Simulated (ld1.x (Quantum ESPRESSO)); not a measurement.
**Reading a pseudo-wave (gold (Au))**

Columns: radius, all-electron u(r) and pseudo u(r) of the 5d shell (level -12.05 eV) of gold in the configuration [Kr] 4d10 4f14 5s2 5p6 5d10 6s0.5 6p0; LDA (PZ), non-relativistic, TM semilocal scheme, ld1.x (Quantum ESPRESSO) 7.5.

```
r (bohr)  all-electron  pseudo
   0.108        0.2865  0.0031
   0.215       -0.0934  0.0237
   0.322       -0.4116  0.0747
   0.430       -0.3426  0.1625
   0.538       -0.0699  0.2829
   0.645        0.2326  0.4219
   0.752        0.4883  0.5636
   0.860        0.6753  0.6914
   0.968        0.7939  0.7903
   1.075        0.8562  0.8527
   1.182        0.8777  0.8799
   1.290        0.8703  0.8768
   1.398        0.8437  0.8511
   1.505        0.8057  0.8115
   1.612        0.7610  0.7644
   1.720        0.7126  0.7141
   1.828        0.6633  0.6638
   1.935        0.6152  0.6153
   2.042        0.5687  0.5687
   2.150        0.5239  0.5239
   2.258        0.4817  0.4817
   2.365        0.4425  0.4425
   2.472        0.4060  0.4060
   2.580        0.3719  0.3719
   2.688        0.3403  0.3403
   2.795        0.3114  0.3114
```

Question: How many radial nodes do the two functions have?

Answer: The all-electron 5d function has n − l − 1 = 2; the pseudo-wave has 0, since the states of the same l below it are removed with the core.

Question: At about which radius was the pseudo-wave matched?

Answer: 2.15 bohr. The columns agree to 0.0005 from 1.83 bohr on; several derivatives are matched, so the curves merge somewhat inside the radius.

Question: Is the pseudo-wave norm-conserving?

Answer: Yes: the TM semilocal scheme keeps the norm inside the radius equal to the all-electron one, which fixes the energy derivative of the logarithmic derivative at the level.
